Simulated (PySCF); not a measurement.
Can point charges reproduce the dipole moment of `C=CC[Si@H](O)C#CC`?

Coordinates (GFN2-xTB, Å) and charges (e) from the PBE0/pcSseg-1 density (PySCF):

```
atom       x       y       z  Mulliken      IAO  Hirshfeld  ESP-fitted
  C1  -2.973   0.694   0.038   -0.1731  -0.3498    -0.1165     -0.6046
  C2  -1.818   0.425  -0.549   -0.2648  -0.1205    -0.0363     +0.1835
  C3  -1.317  -0.942  -0.842   -0.4945  -0.5656    -0.1612     -0.7747
 Si4  -0.008  -1.459   0.464   +0.9856  +1.1615    +0.4306     +0.8932
  O5  -0.630  -1.350   1.965   -0.5486  -0.7857    -0.3078     -0.6919
  C6   1.441  -0.335   0.220   -0.4347  -0.4117    -0.1904     -0.6044
  C7   2.373   0.403   0.022   -0.1409  +0.0067    -0.0244     +0.3258
  C8   3.494   1.286  -0.209   -0.1607  -0.4402    -0.0929     -0.5938
  H9  -3.285   1.701   0.257   +0.1161  +0.1498    +0.0424     +0.1940
 H10  -3.666  -0.088   0.305   +0.1065  +0.1409    +0.0416     +0.2288
 H11  -1.142   1.231  -0.805   +0.1168  +0.1475    +0.0429     +0.0945
 H12  -2.142  -1.654  -0.829   +0.1436  +0.1511    +0.0441     +0.2229
 H13  -0.867  -0.967  -1.833   +0.1537  +0.1609    +0.0451     +0.2254
 H14   0.363  -2.866   0.375   -0.1117  -0.1387    -0.0760     -0.1190
 H15  -1.178  -0.611   2.219   +0.2456  +0.3669    +0.1667     +0.4356
 H16   3.999   1.504   0.731   +0.1554  +0.1765    +0.0646     +0.1980
 H17   4.201   0.814  -0.890   +0.1541  +0.1763    +0.0642     +0.1924
 H18   3.148   2.221  -0.650   +0.1516  +0.1741    +0.0630     +0.1941
```

Problem. What dipole does each set of charges give (1 e·Å = 4.803 D), and what does the density give?

Solution. The full density gives (0.68, 1.88, -0.94) D, 2.21 D in size; dipole vectors point from the negative to the positive end.

| scheme | μx | μy | μz | size (D) | share of the full size (%) | angle to the full dipole (°) |
| --- | --- | --- | --- | --- | --- | --- |
| Mulliken | 2.56 | 1.10 | -0.88 | 2.92 | 132 | 44 |
| IAO | 1.18 | 0.80 | -1.49 | 2.06 | 94 | 36 |
| Hirshfeld | 0.90 | 0.90 | -0.56 | 1.39 | 63 | 23 |
| ESP-fitted | 0.66 | 1.87 | -0.98 | 2.21 | 100 | 1 |

Problem. Which set comes closest?

Solution. Length of the difference vector: ESP-fitted 0.04 D, Hirshfeld 1.07 D, IAO 1.32 D, Mulliken 2.04 D. Closest: ESP-fitted. 

Problem. What is left for the Hirshfeld atoms' own dipoles?

Solution. The Hirshfeld atoms' densities add up to the full density, so μ = Σ q r + Σ (atomic dipoles). The atomic dipoles sum to (0.68, 1.88, -0.94) − (0.90, 0.90, -0.56) = (-0.22, 0.98, -0.38) D, 1.07 D in size.

Problem. With the origin at the mean of the coordinates, (0.000, 0.000, -0.001) Å, which are the largest single terms, by size, of the Hirshfeld dipole along the direction of the full one?

Solution. O5 +3.22, Si4 -2.99, H15 -1.46, C8 -1.01, H18 +0.95 D; all 18 atoms together +1.28 D. The single terms depend on the origin, their sum doesn't.

Problem. Give the size of the full dipole in other units.

Solution. 2.21 D = 0.868 au = 0.459 e·Å = 7.36 × 10⁻³⁰ C·m.

One conformer (not necessarily the lowest) at the GFN2-xTB geometry, without solvent, vibrations or thermal averaging. GFN2-xTB frequencies show an imaginary mode (31i cm⁻¹), so this geometry is no minimum at that level.

Shape of the structure used: `[CH2:1]=[CH:2][CH2:3][Si@H:4]([OH:5])[C:6]#[C:7][CH3:8]`: C1–C2–C3–Si4 -101°, C2–C3–Si4–O5 56°, H–O5–Si4–C3 -42°.
